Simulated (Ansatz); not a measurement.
Basis sets compared for (BeS)6 ring (Be6S6). The state is a singlet with charge 0. Geometry B3LYP-D4/def2-SVP. Ansatz on 4 threads of Arm Neoverse V2 on a shared host; times are rough, and most runs start from earlier orbitals.

```
atom    x (Å)    y (Å)    z (Å)
 Be1   1.1870  -2.2509   1.0176
  S2   0.3863  -1.8993   2.7028
 Be3  -1.2889  -1.4795   1.9138
  S4  -2.9537  -1.0460   1.1105
 Be5  -2.4694   0.7770   0.8961
  S6  -1.9640   2.5920   0.6644
 Be7  -1.1893   2.2383  -1.0319
  S8  -0.3948   1.8606  -2.7138
 Be9   1.2826   1.4743  -1.9141
 S10   2.9432   1.0705  -1.0883
Be11   2.4784  -0.7582  -0.8824
 S12   1.9825  -2.5787  -0.6747
```

Binding counts from free atoms (Be singlet, S triplet) in the same basis, without a counterpoise term.

```csv
level,functions,energy (Eh),HOMO (eV),LUMO (eV),binding per atom (eV),wall time
PBE-D4/def2-SVP,162,-2476.1619,-7.14,-2.39,3.83,2.6 s
PBE-D4/def2-TZVP (with forces),336,-2477.0861,-7.00,-2.27,3.82,8 s
B97M-V/def2-TZVP,336,-2477.8242,-7.28,-1.93,3.76,30 s
PBE0-D4/def2-SVP,162,-2476.3947,-8.32,-1.68,3.76,4.2 s
PBE0-D4/def2-TZVP,336,-2477.3168,-8.15,-1.50,3.77,17 s
```

**Question.** Estimate the rows for PBE-D4/def2-TZVPD, B97M-V/def2-TZVPD, PBE0-D4/def2-TZVPD.

**Answer.** 
```csv
level,functions,energy (Eh),HOMO (eV),LUMO (eV),binding per atom (eV),wall time
PBE-D4/def2-TZVPD,408,-2477.0920,-7.05,-2.33,3.83,15 s
B97M-V/def2-TZVPD,408,-2477.8296,-7.34,-2.05,3.77,46 s
PBE0-D4/def2-TZVPD,408,-2477.3213,-8.19,-1.56,3.77,27 s
```
